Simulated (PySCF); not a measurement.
C3H8OSi2, SMILES C1[SiH2][Si@H](OC)C=1. Atoms are numbered in the order given.

```xyz
14

C      2.9660    -0.4407     0.2625
O      1.7485     0.2675     0.2365
Si     0.2266    -0.3909     0.4196
C     -0.7065    -0.9438    -1.1300
C     -1.8230    -0.1684    -1.1353
Si    -1.6263     1.0378     0.3198
H      3.7857     0.2651     0.4706
H      3.1727    -0.9283    -0.7081
H      2.9764    -1.2215     1.0470
H      0.3250    -1.4649     1.4611
H     -0.5167    -1.7216    -1.8823
H     -2.6278    -0.2803    -1.8746
H     -2.7123     1.0123     1.3473
H     -1.4138     2.4589    -0.0872
```
Charge 0, spin multiplicity 1.

Geometry optimised at B3LYP-D3(BJ)/def2-SVP. The structure was generated by enumeration; whether it is a known compound was not checked. One conformer was computed; it need not be the lowest.

Computed with PBE/pcSseg-1 (PySCF).

GIAO shieldings, no solvent; atoms listed in one row are averaged. δ = σ(ref) − σ: ¹³C against TMS (σ = 182.0 ppm); ¹⁷O against H2O (σ = 334.3 ppm); ²⁹Si against TMS (σ = 335.4 ppm); ¹H against TMS (σ = 31.49 ppm), references at their B3LYP-D3(BJ)/def2-TZVP geometries, non-relativistic.

Computed chemical shifts:
```json
[
 {"nucleus": "¹³C", "atoms": "C4", "count": "1", "δ (ppm)": "180.5"},
 {"nucleus": "¹³C", "atoms": "C5", "count": "1", "δ (ppm)": "169.1"},
 {"nucleus": "¹³C", "atoms": "C1", "count": "1", "δ (ppm)": "60.9"},
 {"nucleus": "¹⁷O", "atoms": "O2", "count": "1", "δ (ppm)": "41.9"},
 {"nucleus": "²⁹Si", "atoms": "Si3", "count": "1", "δ (ppm)": "5.1"},
 {"nucleus": "²⁹Si", "atoms": "Si6", "count": "1", "δ (ppm)": "-39.4"},
 {"nucleus": "¹H", "atoms": "H11", "count": "1", "δ (ppm)": "8.00"},
 {"nucleus": "¹H", "atoms": "H12", "count": "1", "δ (ppm)": "7.97"},
 {"nucleus": "¹H", "atoms": "H10", "count": "1", "δ (ppm)": "6.03"},
 {"nucleus": "¹H", "atoms": "H13", "count": "1", "δ (ppm)": "5.22"},
 {"nucleus": "¹H", "atoms": "H14", "count": "1", "δ (ppm)": "5.12"},
 {"nucleus": "¹H", "atoms": "H7, H8, H9", "count": "3", "δ (ppm)": "4.16"}
]
```
